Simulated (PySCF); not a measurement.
B(F)(H)(OAc) (C₂H₄BFO₂), SMILES CC(=O)OBF. The structure is a stationary point at PBE-D3(BJ)/def2-SVP. The structure was generated by enumeration, and PubChem lists no compound with its InChIKey, so it may never have been made. One conformer was computed; it need not be the lowest.

Computed equilibrium geometry at PBE-D3(BJ)/def2-SVP (PySCF confirms it by a frequency run) as a Z-matrix (one conformer of several):
```
C
O 1 1.2044
O 1 1.3965 2 122.37
B 3 1.3741 1 125.85 2 -33.60
F 4 1.3283 3 121.29 1 -17.75
C 1 1.5045 2 126.99 3 177.22
H 6 1.1033 1 109.95 2 -0.75
H 6 1.1082 7 110.41 1 121.31
H 6 1.1088 7 110.16 8 117.58
H 4 1.2119 5 120.45 3 176.72
```
Charge 0, spin multiplicity 1.
